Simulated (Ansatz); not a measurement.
Ansatz (a program for electronic structure) input (CCSD(T)/def2-QZVPPD):
A basis named .json is the Basis Set Exchange file of that set.

Ansatz 0.2 input:
```yaml
crystal:
  periodic: [false, false, false]
  atoms:
    - {symbol: Si, position_ang: [-0.96272697, 0.01639356, -0.05969868]}
    - {symbol: Cl, position_ang: [0.98761079, -0.01681728, 0.06124173]}
    - {symbol: H, position_ang: [-1.63462977, 1.31893689, -0.08644145]}
    - {symbol: H, position_ang: [-1.67657612, -1.26255284, -0.11888637]}
basis:
  gaussian:
    orbitals: def2-QZVPPD.json
total_charge: 1
magnetization: {spin_polarized: false}
correlation: {method: ccsd_t, electrons: outside_noble_gas}
```

Output:

```
Functional definition: HF
integrals: 1.10 GiB planned
1298 factors; integrals over basis functions are off by at most 1.2e-3 eV
mean field: 0.76 GiB planned
mean field evaluation 1: about -20389.8181 eV, gradient 2.4e1 eV
mean field evaluation 2: about -20389.8206 eV, gradient 2.4e1 eV
mean field evaluation 4: about -20391.4615 eV, gradient 1.8e0 eV
mean field evaluation 8: about -20391.4752 eV, gradient 1.3e-1 eV
mean field evaluation 16: about -20391.2049 eV, gradient 1.2e1 eV
mean field -20391.47525682 eV, -749.3728938496 hartree, gradient 2.9e-6 eV, S^2 0.000000; 0 other end points of the search recorded, 0 dependent functions left out
10 core orbitals not correlated
reference -20391.47525682 eV, -749.3728938496 hartree; 6, 6 occupied and 205, 205 virtual orbitals, 1298 factors
second order -8.49975323 eV of doubles, -0.00000000 eV of singles
coupled cluster: 1.59 GiB planned
cycle   1  -9.02215046 eV  change   -5.2e-1 eV  update   6.4e-2
cycle   2  -9.26244235 eV  change   -2.4e-1 eV  update   2.0e-2
cycle   3  -9.30895763 eV  change   -4.7e-2 eV  update   1.1e-2
cycle   4  -9.30218466 eV  change    6.8e-3 eV  update   3.4e-3
cycle   5  -9.30176813 eV  change    4.2e-4 eV  update   1.5e-3
cycle   6  -9.30200832 eV  change   -2.4e-4 eV  update   4.7e-4
cycle   7  -9.30195424 eV  change    5.4e-5 eV  update   1.4e-4
cycle   8  -9.30199765 eV  change   -4.3e-5 eV  update   4.7e-5
cycle   9  -9.30200384 eV  change   -6.2e-6 eV  update   1.3e-5
perturbative correction -0.39573078 eV, -0.0145428378 hartree
Total energy: -20401.17299143 eV, -749.7292790233 hartree
```
